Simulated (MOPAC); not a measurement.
MOPAC input (AM1):

```
AM1 1SCF GEO-OK AUX(PRECISION=9) THREADS=1
HAlF2O

Al   -0.00653357 1    0.01315504 1   -0.00794229 1
F    -1.39024871 1   -0.84274989 1   -0.23757517 1
F     0.07204872 1    1.54413220 1   -0.58607768 1
O     1.32366063 1   -0.62215038 1    0.79430802 1
H     1.35945132 1   -1.50625337 1    1.16166128 1
```

From the last part of the output:

```
                                                       MOPAC v23.2.5 Linux

          FINAL HEAT OF FORMATION =       -252.55351 KCAL/MOL =   -1056.68388 KJ/MOL

          COSMO AREA              =         94.93 SQUARE ANGSTROMS
          COSMO VOLUME            =         79.90 CUBIC ANGSTROMS

          IONIZATION POTENTIAL    =         12.625270 EV
          HOMO LUMO ENERGIES (EV) =        -12.625  0.395
          NO. OF FILLED LEVELS    =         12
          MOLECULAR WEIGHT        =         81.9856         POINT GROUP:  Cs

          MOLECULAR DIMENSIONS (Angstroms)

            Atom       Atom       Distance
            H     5    F     3     3.74391
            O     4    F     2     2.63686
           Al     1    F     3     0.00000

          SCF CALCULATIONS        =          1

   ATOM   CHEMICAL          X               Y               Z
  NUMBER   SYMBOL      (ANGSTROMS)     (ANGSTROMS)     (ANGSTROMS)

     1      Al         -0.00653357  *   0.01315504  *  -0.00794229  *
     2       F         -1.39024871  *  -0.84274989  *  -0.23757517  *
     3       F          0.07204872  *   1.54413220  *  -0.58607768  *
     4       O          1.32366063  *  -0.62215038  *   0.79430802  *
     5       H          1.35945132  *  -1.50625337  *   1.16166128  *

                             CARTESIAN COORDINATES

   1   Al       -0.006533570     0.013155040    -0.007942290
   2    F       -1.390248710    -0.842749890    -0.237575170
   3    F        0.072048720     1.544132200    -0.586077680
   4    O        1.323660630    -0.622150380     0.794308020
   5    H        1.359451320    -1.506253370     1.161661280

           Empirical Formula: H O Al F2  =     5 atoms

      MOLECULAR POINT GROUP   :   Cs

                  EIGENVALUES
 -47.38721 -46.93603 -35.97756 -18.32779 -16.00372 -15.11832 -14.95711 -14.20424
 -13.53156 -13.50562 -12.76703 -12.62527   0.39519   0.48660   3.05951   3.68814
   5.95656

              NET ATOMIC CHARGES AND DIPOLE CONTRIBUTIONS

  ATOM NO.   TYPE          CHARGE      No. of ELECS.   s-Pop       p-Pop
    1         Al           1.076264        1.9237     0.69357     1.23016
    2          F          -0.396460        7.3965     1.88028     5.51618
    3          F          -0.372061        7.3721     1.87828     5.49378
    4          O          -0.553897        6.5539     1.82734     4.72656
    5          H           0.246155        0.7538     0.75385
 DIPOLE           X         Y         Z       TOTAL
 POINT-CHG.     0.571    -1.212     0.719     1.521
 HYBRID        -0.286    -0.376     0.032     0.473
 SUM            0.285    -1.589     0.751     1.780

          ATOMIC ORBITAL ELECTRON POPULATIONS

     Atom    s        px        py        pz
    1 Al   0.69357   0.42059   0.42846   0.38111
    2  F   1.88028   1.74670   1.86799   1.90149
    3  F   1.87828   1.93903   1.68870   1.86605
    4  O   1.82734   1.62993   1.36786   1.72877
    5  H   0.75385

 **********************
 *                    *
 * JOB ENDED NORMALLY *
 *                    *
 **********************

 == MOPAC DONE ==
```

The geometry given is a B3LYP-D3(BJ)/def2-TZVP minimum.
